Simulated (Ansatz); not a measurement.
Calculated with Ansatz (gas phase, PBE0-D4/def2-TZVP geometries, no zero-point term in ΔE). CCSD(T)/CBS is the MP2 limit (def2-TZVPP, def2-QZVPP) plus CCSD(T) − MP2 in def2-TZVPP, frozen cores. This one scheme is used for every species. DFT in def2-TZVPP. One conformer a species, not always the lowest.

`C[SiH2][SiH2]N` + `CO[SiH](F)[SiH3]` → `C[SiH2][SiH](F)[SiH3]` + `CO[SiH2]N`  (redistribution)

`C[SiH2][SiH2]N`:

Cartesian coordinates in Å:
```
C -0.916 -0.298 2.098
Si -0.957 -0.326 0.221
Si 1.136 0.200 -0.689
N 0.980 0.380 -2.398
H -0.211 -1.039 2.481
H -1.902 -0.521 2.513
H -0.606 0.684 2.464
H -1.401 -1.663 -0.266
H -1.952 0.671 -0.278
H 1.671 1.399 0.036
H 2.120 -0.892 -0.443
H 1.805 0.461 -2.971
H 0.232 0.944 -2.768
```

`CO[SiH](F)[SiH3]`:

Cartesian coordinates in Å:
```
C -0.756 2.136 -0.318
O -0.686 0.735 -0.151
Si 0.651 -0.090 0.280
F 1.029 0.215 1.810
Si 0.152 -2.362 0.041
H 0.156 2.532 -0.778
H -1.602 2.361 -0.969
H -0.910 2.631 0.645
H 1.815 0.400 -0.509
H -0.123 -2.658 -1.390
H 1.311 -3.183 0.484
H -1.039 -2.717 0.856
```

`C[SiH2][SiH](F)[SiH3]`:

```xyz
14

C    -2.477    0.118   -1.100
Si   -0.614    0.324   -1.045
Si    0.283   -0.266    1.041
F    -0.189   -1.766    1.419
Si    2.625   -0.159    1.078
H    -2.753   -0.919   -0.899
H    -2.867    0.392   -2.083
H    -2.959    0.749   -0.351
H    -0.228    1.745   -1.284
H     0.037   -0.501   -2.101
H    -0.260    0.636    2.098
H     3.027    1.242    0.773
H     3.206   -1.057    0.044
H     3.169   -0.538    2.410
```

`CO[SiH2]N`:

Z-matrix (Å, degrees):
```
C
O 1 1.406
H 1 1.096 2 111.5
H 1 1.097 2 111.6 3 121.4
H 1 1.092 2 108.5 3 -119.3
Si 2 1.645 1 122.7 3 -65.4
N 6 1.706 2 116.5 1 62.3
H 6 1.489 2 109.1 1 -56.3
H 6 1.479 2 103.1 1 -177.3
H 7 1.005 6 122.3 2 -93.4
H 7 1.006 6 123.2 2 68.6
```

```
                species  ωB97X-V energy (Eh)
       `C[SiH2][SiH2]N`           -677.22709
     `CO[SiH](F)[SiH3]`           -796.41434
`C[SiH2][SiH](F)[SiH3]`          -1011.81081
            `CO[SiH2]N`           -461.83182
```

(1) Work out ΔE.

Largest T1 diagnostic among the species: 0.012.

## Answers

(1) ΔE = (-1011.81081) + (-461.83182) − (-677.22709) − (-796.41434) = -0.00120 Eh = -3.2 kJ/mol. CCSD(T)/CBS gives -4.1 kJ/mol.
